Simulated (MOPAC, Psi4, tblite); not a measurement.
Two rigid molecules brought together: H4OSi ··· O2S (SMILES O[SiH3] and O=S=O). Monomers: optimised at B3LYP-D3(BJ) (def2-TZVP), held rigid. Orientation: a higher rigid-body minimum at GFN2-xTB. The monomers approach along the line of their centres of mass (distance R); nothing else relaxes.

Geometry at R = 3.21 Å (first 6 atoms: monomer A):
```
9

Si    -0.3992    -0.0145     0.0183
O      1.1399     0.5796    -0.0769
H     -0.6089    -0.7929     1.2644
H     -0.7173    -0.8961    -1.1325
H     -1.2875     1.1640     0.0078
H      1.8729    -0.0401    -0.0811
O      3.4953     0.8323     1.2115
S      2.4529     1.7989     1.4321
O      1.6177     1.6662     2.5959
``` The table gives interaction energies.

```
R / Å      A      B       C
-----  -----  -----  ------
2.98    0.67  11.94   -8.94
3.21    3.01   3.68  -11.39
3.45    1.82  -0.51  -10.18
3.61    0.94  -1.77   -8.77
3.94   -0.30  -2.46   -6.06
4.23   -0.90  -2.20   -4.41
4.71   -1.19  -1.49   -2.80
5.39   -1.01  -0.82   -1.61
6.42   -0.63  -0.37   -0.77
7.74   -0.36  -0.17   -0.37
```

Energies in kcal/mol.

**Question.** Assign the columns to these levels of theory: GFN2-xTB in tblite; HF/aug-cc-pVDZ, counterpoise-corrected (Psi4); PM3, restricted, heats of formation (MOPAC).

**Answer.** A is PM3; B is HF/aug-cc-pVDZ; C is GFN2-xTB.
